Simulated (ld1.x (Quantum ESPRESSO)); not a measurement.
# zinc (Zn), PAW: configuration errors across variants

- Element: Zn
- Generator: ld1.x (Quantum ESPRESSO) 7.5
- Type: PAW
- Functional: LDA (PZ)
- Relativity: scalar-relativistic
- Frozen core: [Ne]
- Valence charge: 20
- Reference configuration: 3s2 3p6 3d10 4s1.75 4p0.25
- Partial waves: 3s (bound): rcut 1.05, rcutus 1.25 bohr; 4s (bound): rcut 1.05, rcutus 1.25 bohr; 3p (bound): rcut 1.15, rcutus 1.50 bohr; 4p (bound): rcut 1.15, rcutus 1.50 bohr; 3d (bound): rcut 1.05, rcutus 1.35 bohr; 3d channel at 0.05 Ry: rcut 1.05, rcutus 1.35 bohr
- Local potential: all-electron potential smoothed inside 1.20 bohr (lloc = -1)
- Core correction: Bessel-smoothed model core, default radius (core density twice the valence density)
- Augmentation charge: PSQ, inside the norm-conserving radii

All-electron excitation energies from the reference (eV): (1) 3s2 3p6 3d10 4s2 4p0 -1.258; (2) 3s2 3p6 3d10 4s1 4p0 8.932; (3) 3s2 3p6 3d10 4s0 4p0 27.701.

The overlap operator is not positive definite (basis up to 400 Ry) in “base”, “waves 3s (bound): rcut 0.76, rcutus 0.80 bohr; 4s (bound): rcut 0.76, rcutus 0.80 bohr”, “waves 3s (bound): rcut 0.96, rcutus 1.02 bohr; 4s (bound): rcut 0.96, rcutus 1.02 bohr”, “waves 3s (bound): rcut 1.05, rcutus 1.18 bohr; 4s (bound): rcut 1.05, rcutus 1.18 bohr”, “waves 3s (bound): rcut 1.05, rcutus 1.48 bohr; 4s (bound): rcut 1.05, rcutus 1.48 bohr”. Such files are unfit for use, however small their errors in these radial tests.

2 further variants failed, have other tests or too few solved ones, and are left out.

Errors AE − PS in meV (a dash: test not solved or not reliable):

| change | (1) | (2) | (3) | bound ghosts |
| --- | --- | --- | --- | --- |
| base | +0.1 | -1.0 | -4.1 | not determined (overlap not positive) |
| waves 3s (bound): rcut 0.76, rcutus 0.80 bohr; 4s (bound): rcut 0.76, rcutus 0.80 bohr | +0.1 | -1.0 | -3.9 | not determined (overlap not positive) |
| waves 3s (bound): rcut 0.96, rcutus 1.02 bohr; 4s (bound): rcut 0.96, rcutus 1.02 bohr | 0.0 | -0.9 | -4.0 | not determined (overlap not positive) |
| waves 3s (bound): rcut 1.05, rcutus 1.18 bohr; 4s (bound): rcut 1.05, rcutus 1.18 bohr | +0.2 | -1.0 | -4.1 | not determined (overlap not positive) |
| waves 3s (bound): rcut 1.05, rcutus 1.48 bohr; 4s (bound): rcut 1.05, rcutus 1.48 bohr | +0.2 | -0.9 | -3.4 | not determined (overlap not positive) |

Question: Give the same row for: waves 3s (bound): rcut 1.05, rcutus 1.32 bohr; 4s (bound): rcut 1.05, rcutus 1.32 bohr.

Answer: +0.2, -1.0, -4.0; bound ghosts: not determined (overlap not positive). Its overlap operator is not positive definite in a basis up to 400 Ry (lowest eigenvalue s -0.09, p -0.02), so the file is unfit for use: the generalised eigenproblem breaks down once the basis is large enough, and its test numbers describe a broken file.
